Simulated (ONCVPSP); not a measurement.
**Before and after: ONCV potential for Si**

Si (Z = 14), optimised norm-conserving Vanderbilt (ONCV), made with ONCVPSP 4.0.1 (revPBE, scalar-relativistic). Core [Ne], reference 3s2 3p2. Waves: 3s: rc 1.80 bohr, ncon 3, nbas 6, qcut 3.3 1/bohr, 2 projectors, debl 3.5 Ha; 3p: rc 2.20 bohr, ncon 5, nbas 9, qcut 4.3 1/bohr, 1 projector; d scattering state at 0.08 Ha: rc 2.40 bohr, ncon 4, nbas 9, qcut 4.6 1/bohr, 3 projectors, debl 2.4 Ha. Local part: polynomial inside 1.45 bohr (lpopt 5, dvloc0 0 Ha). Core correction: Teter function, parameters optimised by the program.

All-electron outer shells of the reference configuration (revPBE, scalar-relativistic, ld1.x):

| shell | level (eV) | outermost node (bohr) | outermost maximum (bohr) |
| --- | --- | --- | --- |
| 2s | -139.61 | 0.15 | 0.45 |
| 2p | -95.53 | – | 0.39 |
| 3s | -10.78 | 0.72 | 1.80 |
| 3p | -4.06 | 0.72 | 2.17 |

Change: s: rc 2.46.

Cutoffs: the cutoffs (Ha) at which the residual kinetic energy of the hardest occupied pseudo-wave falls to 1 and 0.1 mHa per electron; they do not see the model core or the augmentation charge, which bear on the density cutoff. Errors are all-electron minus pseudo energies relative to the spin-unpolarised reference configuration.

Task: What does the change do?

Result: The potential gets softer (11 Ha and 27 Ha → 4.2 Ha and 7.5 Ha); of the 4 tests that both files solve, the error grows in 2 and shrinks in 2 by more than 15 % and 0.3 meV (median size 8.8 → 14.5 meV); neither file shows a bound ghost. A larger radius leaves more room for a smooth pseudo-wave, so fewer plane waves are needed.

```tsv
quantity	base	changed
cutoff, loose	11 Ha	4.2 Ha
cutoff, tight	27 Ha	7.5 Ha
loose cutoff by channel	s 11 Ha, p 3.1 Ha	s 4.2 Ha, p 3.1 Ha
bound ghosts	none	none
GHOST(+) flags under 300 eV	s at 165.3 eV	s at 120.1 eV
error for 3s2 3p1, meV [ΔE 7.72 eV]	-1.7	0.0
error for 3s2 3p0, meV [ΔE 23.69 eV]	-13	+6.1
error for 3s1 3p0, meV [ΔE 57.57 eV]	-31	-70
error for 3s1 3p3, meV [ΔE 6.80 eV]	-4.4	-23
p: phases at 2.23 bohr within 0.05 rad from the reference energy up to (Ha; the scan ends near 5)	1.6	1.6
d: phases at 2.44 bohr within 0.05 rad from the reference energy up to (Ha; the scan ends near 5)	to the end of the scan	to the end of the scan
rms error of d²Exc/dni dnj with the model core, mHa	0.04	0.06
```

Base: The cutoffs count occupied waves only; projector 2 of the d channel, the hardest unoccupied one, needs 42 Ha at the loose tolerance. Changed file: The cutoffs count occupied waves only; projector 2 of the d channel, the hardest unoccupied one, needs 42 Ha at the loose tolerance.
